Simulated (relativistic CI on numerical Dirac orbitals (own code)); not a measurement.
## What each ingredient does to the levels of Ga24+

Base calculation: Dirac-Coulomb-Breit CI, KLI orbitals optimised for each configuration, QED by a radiative potential, unscaled Slater integrals.

CI space (outside the closed core 1s2): 2s2 2p3, 2s 2p4, 2p5, 2p4 3s, 2p4 3p, 2p4 3d, 2s2 2p2 3s, 2s2 2p2 3p, 2s2 2p2 3d, 2s 2p3 3s, 2s 2p3 3p, 2s 2p3 3d, 2s2 2p2 4s, 2s2 2p2 4p, 2s2 2p2 4d, 2s2 2p2 4f. Levels of other configurations are missing.

Variants: (1) non-relativistic limit. Shifts of the energy above 2s2 2p3 4S°_3/2, in cm⁻¹, for the lowest level and the first level of each name with at least 55 % of one term (blank where a level changes its place among those of its configuration and J or its character, or is not in the variant):

```
          Level     Base     Δ(1)
2s2 2p3 4S°_3/2        0        0
2s2 2p3 2D°_3/2   210425   -18174
2s2 2p3 2D°_5/2   284864   -92614
2s2 2p3 2P°_1/2   391520  -106577
2s2 2p3 2P°_3/2   562883  -277941
  2s 2p4 4P_5/2  1017749  -178964
  2s 2p4 4P_3/2  1165021  -326236
  2s 2p4 4P_1/2  1190846  -352061
  2s 2p4 2D_3/2  1422040  -270032
  2s 2p4 2D_5/2  1474855  -322846
  2s 2p4 2P_3/2  1693286  -293064
  2s 2p4 2P_1/2  1909635  -509413
    2p5 2P°_3/2  2615274  -411331
    2p5 2P°_1/2  2852390  -648446
```

At this charge energies of transitions that change n are usually good to better than 1 %, and those within a shell (Δn = 0) to a few per cent.

Ionisation energy from the two ground configurations alone: base 2390.73 eV. The NIST ASD value (semi-empirical) is 2391 eV.

LS names give the leading component of a level, which can be under half, so a name can repeat, a term be missing and a line seem to break the LS rules.
